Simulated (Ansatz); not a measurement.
Cost and result for the atomization energy of H3O3Sn, SMILES `[OH][Sn]([OH])[OH]` radical (7 atoms, 6 bonds).

The species carries charge 0 and has multiplicity 2. Correlated methods include outer-core shells of Sn, which these sets cover unevenly. Sn: def2 effective core potential. All single points use the PBE0-D4/def2-TZVP geometry. It is one conformer, not always the lowest. Program: Ansatz. All runs use 4 threads of an Intel Xeon Platinum 8488C on a shared host. Times are those of one run each, without the atoms' runs, and a repeat can differ threefold. Electronic energies, without spin–orbit coupling; frozen cores. CCSD(T)/CBS adds CCSD(T) − MP2 in def2-TZVPP to the MP2 limit, and its time is that of the two runs behind it. T1 = 0.019; ⟨S²⟩ of the reference is 0.76. With those shells the extrapolation isn't a true limit.

CCSD(T)/CBS is a level of theory with its own doubt, some kJ/mol a heavy atom from the limit and from the frozen cores, so smaller differences don't rank the functionals.

| level | functions | wall time |
| --- | --- | --- |
| BLYP-D4/def2-TZVPP | 185 | 1.6 s |
| PBE-D4/def2-TZVPP (with forces) | 185 | 2.2 s |
| PBE0-D4/def2-TZVPP | 185 | 2.2 s |
| BHLYP-D4/def2-TZVPP | 185 | 2.6 s |
| r2SCAN-D4/def2-TZVPP (with forces) | 185 | 2.9 s |
| CAM-B3LYP-D4/def2-TZVPP | 185 | 3.2 s |
| B2PLYP/def2-TZVPP | 185 | 3.7 s |
| B97M-V/def2-TZVPP | 185 | 4.8 s |
| ωB97M-V/def2-TZVPP (with forces) | 185 | 7 s |
| CCSD(T)/def2-SVP | 83 | 8.5 s |
| MP2/def2-QZVPP | 343 | 11 s |
| CCSD(T)/def2-TZVPP | 185 | 2.9 min |
| CCSD(T)/CBS(def2) | – | 3 min |

(1) What atomization energy does each give, and how far from CCSD(T)/CBS? (Best estimate.)

Answers

(1) Computed: 
| level | atomization (kJ/mol) | difference from CCSD(T)/CBS | per bond |
| --- | --- | --- | --- |
| BLYP-D4/def2-TZVPP | 2360.7 | 3.9 | 0.6 |
| PBE-D4/def2-TZVPP (with forces) | 2400.8 | 44.0 | 7.3 |
| PBE0-D4/def2-TZVPP | 2282.3 | -74.5 | -12.4 |
| BHLYP-D4/def2-TZVPP | 2158.4 | -198.4 | -33.1 |
| r2SCAN-D4/def2-TZVPP (with forces) | 2338.7 | -18.1 | -3.0 |
| CAM-B3LYP-D4/def2-TZVPP | 2326.4 | -30.4 | -5.1 |
| B2PLYP/def2-TZVPP | 2292.5 | -64.3 | -10.7 |
| B97M-V/def2-TZVPP | 2334.9 | -21.9 | -3.6 |
| ωB97M-V/def2-TZVPP (with forces) | 2322.5 | -34.3 | -5.7 |
| CCSD(T)/def2-SVP | 2068.2 | -288.6 | -48.1 |
| MP2/def2-QZVPP | 2393.3 | 36.5 | 6.1 |
| CCSD(T)/def2-TZVPP | 2253.4 | -103.4 | -17.2 |
| CCSD(T)/CBS(def2) | 2356.8 | 0.0 | 0.0 |

From r2SCAN to r2SCAN0 (25 % exact exchange), in def2-TZVPP and without D4, the atomization energy moves by −103.5 kJ/mol: exact exchange takes away binding that semilocal exchange gives to molecules. Leaving LDA and LC-ωPBE aside and taking each functional with its dispersion term where it has one, the values spread over 242.4 kJ/mol, from BHLYP-D4 to PBE-D4. LDA lies +394.6 kJ/mol from PBE without D4, its usual overbinding. The D4 term adds +19.8 kJ/mol with B3LYP and +10.2 kJ/mol with PBE0; it sums over pairs of atoms, weighted by their polarisabilities, and B3LYP, whose exchange is more repulsive, gets the larger term.

B3LYP here is the variant with VWN-RPA as its local correlation; programs differ in this.

Spin–orbit coupling would lower the free Sn atoms strongly, and the atomization energy with them, by more than many differences here. For some Ge, Se and Sn compounds the MP2-based and the directly extrapolated limit differ by 10 to 25 kJ/mol.
